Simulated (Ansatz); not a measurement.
`FB(Cl)C[SiH3]` and `COB(F)Cl` differ in one atom or group.

Ansatz, PBE0-D4/def2-TZVP geometries, multiplicity 1. Each molecule was computed in one conformer, which needn't be the lowest.

```csv
property,`FB(Cl)C[SiH3]`
LUMO energy (ωB97M-V/def2-TZVPP) / eV,1.36
HOMO–LUMO gap (PBE/def2-TZVPP) / eV,6.07
LUMO energy (PBE/def2-TZVPP) / eV,-1.64
HOMO energy (PBE0/def2-TZVPP) / eV,-9.11
LUMO energy (B3LYP/def2-TZVPP) / eV,-0.88
HOMO energy (ωB97M-V/def2-TZVPP) / eV,-11.35
```

Task: What does the change do to each property? (An estimate is asked.)

Result: Ansatz gave: 
```json
{"property": "LUMO energy (ωB97M-V/def2-TZVPP) / eV", "`COB(F)Cl`": "2.20", "shift": "0.84"}
{"property": "HOMO–LUMO gap (PBE/def2-TZVPP) / eV", "`COB(F)Cl`": "7.30", "shift": "1.23"}
{"property": "LUMO energy (PBE/def2-TZVPP) / eV", "`COB(F)Cl`": "-0.48", "shift": "1.16"}
{"property": "HOMO energy (PBE0/def2-TZVPP) / eV", "`COB(F)Cl`": "-9.30", "shift": "-0.19"}
{"property": "LUMO energy (B3LYP/def2-TZVPP) / eV", "`COB(F)Cl`": "0.31", "shift": "1.19"}
{"property": "HOMO energy (ωB97M-V/def2-TZVPP) / eV", "`COB(F)Cl`": "-11.63", "shift": "-0.28"}
```

With PBE0 the HOMO falls by 0.19 eV and the LUMO rises by 1.24 eV, so the gap widens by about 1.43 eV. PBE moves the HOMO by -0.07 eV and ωB97M-V by -0.28 eV.

B3LYP here is the variant with VWN-RPA as its local correlation; programs differ in this.
